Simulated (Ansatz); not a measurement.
Harmonic frequencies (cm⁻¹) at PBE0-D4/def2-TZVP from Ansatz: 1424.

Q: Which molecule is it?
A. `[Sb]#[Sb]`
B. `[ZnH+]`
C. `[F][Ga]`
D. `[B]F`

A: D.
